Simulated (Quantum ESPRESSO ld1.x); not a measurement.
Q: Pb LII, configuration [Ar] 3d10 4s2 4p1 (the NIST ground configuration). Calculated with ld1.x of Quantum ESPRESSO 7.5: Dirac Kohn-Sham, PBE, spin-unpolarised, spherical densities, point nucleus; open shells fill j = l - 1/2 first. Some entries of the table are withheld. Estimate them.

| orbital | occ. | eigenvalue (Ry) | <r> (bohr) | r(max) (bohr) |
|---|---|---|---|---|
| 1s1/2 | 2 | -6672.6899 | 0.01604 | 0.009835 |
| 2s1/2 | 2 | -1358.5363 | 0.06677 | 0.05730 |
| 2p1/2 | 2 | (1) | (2) | 0.04193 |
| 2p3/2 | 4 | (3) | (4) | 0.04963 |
| 3s1/2 | 2 | -470.3755 | (5) | 0.1599 |
| 3p1/2 | 2 | (6) | 0.1612 | 0.1488 |
| 3p3/2 | 4 | (7) | 0.1763 | 0.1638 |
| 3d3/2 | 4 | -381.5442 | 0.1526 | 0.1268 |
| 3d5/2 | 6 | -373.4140 | 0.1572 | 0.1308 |
| 4s1/2 | 2 | (8) | 0.3390 | 0.3366 |
| 4p1/2 | 1 | (9) | 0.3339 | 0.3309 |
| 4p3/2 | 0 | (10) | 0.3552 | 0.3540 |

A: 
(1) 2p1/2 eigenvalue (Ry): -1313.4339
(2) 2p1/2 <r> (bohr): 0.05476
(3) 2p3/2 eigenvalue (Ry): -1151.8199
(4) 2p3/2 <r> (bohr): 0.06364
(5) 3s1/2 <r> (bohr): 0.1709
(6) 3p1/2 eigenvalue (Ry): -450.6023
(7) 3p3/2 eigenvalue (Ry): -412.9998
(8) 4s1/2 eigenvalue (Ry): -229.8445
(9) 4p1/2 eigenvalue (Ry): -221.2608
(10) 4p3/2 eigenvalue (Ry): -208.4226
